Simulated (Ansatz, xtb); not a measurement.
**Relative energy of two isomers of C5H6BCl**

Structure a is `BC1=CC=C(Cl)C1`, a singlet and structure b is `BC1=CC(Cl)=CC1`, a singlet. Both are isolated molecules in the gas phase, relaxed with PBE0-D3(BJ)/def2-SVP; the shapes shown needn't be the lowest conformers.

a (Å):

```tsv
atom	x (Å)	y (Å)	z (Å)
C	-1.6616	0.5610	0.4289
C	-0.5945	0.1677	-0.3433
C	-0.6495	-1.2424	-0.6481
C	-1.7679	-1.7388	-0.0572
C	-2.5015	-0.6658	0.6671
B	-1.9089	1.9768	0.9268
Cl	-2.3082	-3.3579	-0.1039
H	-2.8749	2.2478	1.6056
H	-1.1220	2.8506	0.6375
H	0.1983	0.8371	-0.6854
H	0.0682	-1.8092	-1.2403
H	-3.5315	-0.5531	0.2836
H	-2.6060	-0.9040	1.7409
```

b (Å):

```xyz
13

C    -1.7009    0.5742    0.2385
C    -1.8863   -0.1578   -0.9039
C    -1.6960   -1.5659   -0.6210
C    -1.3915   -1.7373    0.6895
C    -1.3700   -0.4001    1.3379
B    -1.8169    2.0928    0.3369
Cl   -1.8463   -2.7963   -1.8100
H    -2.0931    2.7334   -0.6519
H    -1.6373    2.6672    1.3877
H    -2.1394    0.2389   -1.8887
H    -1.1964   -2.6895    1.1825
H    -0.3870   -0.1774    1.7945
H    -2.0951   -0.3325    2.1710
```

Which of the two would you expect CCSD(T)/def2-SVP + ΔMP2/def2-TZVPP electronic energies to favour?

Too close to call at this level: CCSD(T)/def2-SVP + ΔMP2/def2-TZVPP gives E(b) − E(a) = +1.04 kcal/mol.

Level by level:

| level | geometry | E(b) − E(a) (kcal/mol) | departure from the last row (kcal/mol) | job, with rough time for the two |
| --- | --- | --- | --- | --- |
| GFN2-xTB | GFN2-xTB | +1.24 | +0.20 | optimisation, 0.12 s |
| HF/STO-3G | GFN2-xTB | +0.12 | −0.92 | single point, 0.44 s |
| r2SCAN-D4/def2-SVP | GFN2-xTB | +1.98 | +0.94 | single point, 5.7 s |
| PBE0-D3(BJ)/def2-SVP | PBE0-D3(BJ)/def2-SVP | +1.79 | +0.75 | optimisation, 39 s |
| HF/def2-SVP | PBE0-D3(BJ)/def2-SVP | +0.99 | −0.05 | part of the CCSD(T) run |
| MP2/def2-SVP | PBE0-D3(BJ)/def2-SVP | +1.66 | +0.62 | part of the CCSD(T) run |
| CCSD(T)/def2-SVP | PBE0-D3(BJ)/def2-SVP | +1.30 | +0.26 | single point |
| CCSD(T)/def2-SVP + ΔMP2/def2-TZVPP | PBE0-D3(BJ)/def2-SVP | +1.04 |  | single point, 90 s |

As drawn, both hold the same kinds of bond in the same numbers.

HF/STO-3G finds them nearly level. The largest departure from CCSD(T)/def2-SVP + ΔMP2/def2-TZVPP is that of r2SCAN-D4/def2-SVP, 0.94 kcal/mol. The last row adds to CCSD(T) the change of the MP2 difference between the two basis sets, here −0.26 kcal/mol.

With thermal terms from frequencies at re-optimised GFN2-xTB minima (ideal gas, soft modes damped towards free rotors, one conformer each, 298.15 K, 1 atm): the zero-point term adds −0.16 kcal/mol; ΔH is +0.91 and ΔG +0.85 kcal/mol.

The correlated steps freeze 11 core orbitals. Codes used: Ansatz 0.2.0, xtb 6.7.1; the last row on 2 threads of Arm Neoverse V2 on a shared host.
